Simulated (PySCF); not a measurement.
Stepwise substitution at one centre (Ga OH-SiH3). All species are isolated molecules in the gas phase. One relaxed conformer stands for each flexible species; it need not be the lowest. Strings in code marks are SMILES.

Level of theory: PBE-D3(BJ)/def2-TZVP // PBE0-D3(BJ)/def2-TZVP in PySCF. Excitations are Tamm–Dancoff values on a coarser integration grid. The basis has no diffuse functions, so Rydberg states are missing or too high.

| species | S1 excitation (TDA) (eV) | S1 oscillator strength | HOMO (eV) |
|---|---|---|---|
| 0 of 3 OH replaced by SiH3 | 5.50 | 0.000 | -7.21 |
| 1 of 3 OH replaced by SiH3 (`[SiH3][Ga]([OH])[OH]` (H–O–Ga–Si torsion -179°, Si–Ga–O–H torsion -1°)) | 5.48 | 0.021 | -6.91 |
| 2 of 3 OH replaced by SiH3 (`[OH][Ga]([SiH3])[SiH3]` (H–O–Ga–Si torsion 1°)) | ___ | ___ | -6.20 |
| 3 of 3 OH replaced by SiH3 (`[SiH3][Ga]([SiH3])[SiH3]`) | 3.15 | 0.000 | ___ |

Question: Complete the blanks.

Answer: 
- 2 of 3 OH replaced by SiH3 (`[OH][Ga]([SiH3])[SiH3]` (H–O–Ga–Si torsion 1°)), S1 excitation (TDA) (eV): 3.81
- 2 of 3 OH replaced by SiH3 (`[OH][Ga]([SiH3])[SiH3]` (H–O–Ga–Si torsion 1°)), S1 oscillator strength: 0.000
- 3 of 3 OH replaced by SiH3 (`[SiH3][Ga]([SiH3])[SiH3]`), HOMO (eV): -6.29
